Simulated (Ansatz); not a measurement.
Cost and result for the atomization energy of `[NH2][Ge]([F])[F]` radical (6 atoms, 5 bonds).

Charge 0, multiplicity 2. Correlated methods include outer-core shells of Ge, which these sets cover unevenly. Scalar relativity is left out up to krypton. The structure was optimised at the PBE0-D4/def2-TZVP level. It is one conformer, not always the lowest. Program: Ansatz. All runs use 4 threads of a server CPU on a shared host. Times are those of one run each, without the atoms' runs, and a repeat can differ threefold. Electronic energies, without spin–orbit coupling; frozen cores. CCSD(T)/CBS adds CCSD(T) − MP2 in def2-TZVPP to the MP2 limit, and its time is that of the two runs behind it. T1 = 0.015; ⟨S²⟩ of the reference is 0.76. With those shells the extrapolation isn't a true limit. B3LYP takes the VWN-RPA correlation (the form of Gaussian; ORCA's B3LYP/G). HSE06 is the plane-wave form, built on full-range PBE exchange.

CCSD(T)/CBS is a level of theory with its own doubt, some kJ/mol a heavy atom from the limit and from the frozen cores, so smaller differences don't rank the functionals.

| level | functions | wall time | atomization (kcal/mol) | difference from CCSD(T)/CBS | per bond |
| --- | --- | --- | --- | --- | --- |
| LDA (SPW92)/def2-TZVPP | 169 | 0.95 s | 570.5 | 90.0 | 18.0 |
| BLYP-D4/def2-TZVPP | 169 | 1.4 s | 488.2 | 7.7 | 1.6 |
| PBE-D4/def2-TZVPP (with forces) | 169 | 1.7 s | 497.0 | 16.5 | 3.3 |
| HSE06-D4/def2-TZVPP | 169 | 2.4 s | 476.3 | -4.2 | -0.8 |
| BHLYP-D4/def2-TZVPP | 169 | 2.4 s | 453.1 | -27.4 | -5.5 |
| B3LYP-D4/def2-TZVPP (with forces) | 169 | 2.6 s | 479.6 | -0.9 | -0.2 |
| r2SCANh-D4/def2-TZVPP | 169 | 3.4 s | 475.9 | -4.6 | -0.9 |
| ωB97X-V/def2-TZVPP | 169 | 5.5 s | 483.5 | 3.0 | 0.6 |
| CCSD(T)/def2-SVP | 84 | 6.5 s | 435.1 | -45.4 | -9.1 |
| ωB97M-V/def2-TZVPP (with forces) | 169 | 7 s | 479.9 | -0.6 | -0.1 |
| MP2/def2-QZVPP | 320 | 9.5 s | 492.2 | 11.7 | 2.4 |
| CCSD(T)/def2-TZVPP | 169 | 90 s | 465.7 | -14.8 | -3.0 |
| CCSD(T)/CBS(def2) | – | 99 s | 480.5 | 0.0 | 0.0 |

The D4 term adds +3.7 kcal/mol with B3LYP and +1.9 kcal/mol with PBE0; it sums over pairs of atoms, weighted by their polarisabilities, and B3LYP, whose exchange is more repulsive, gets the larger term. From BLYP to BHLYP (50 % exact exchange), in def2-TZVPP and without D4, the atomization energy moves by −32.9 kcal/mol: exact exchange takes away binding that semilocal exchange gives to molecules. At CCSD(T), def2-SVP lies −45.4 kcal/mol from the extrapolated value and def2-TZVPP −14.8 kcal/mol: correlation converges slowly with the basis, and small sets miss more of it in the bonded molecule than in its fragments.
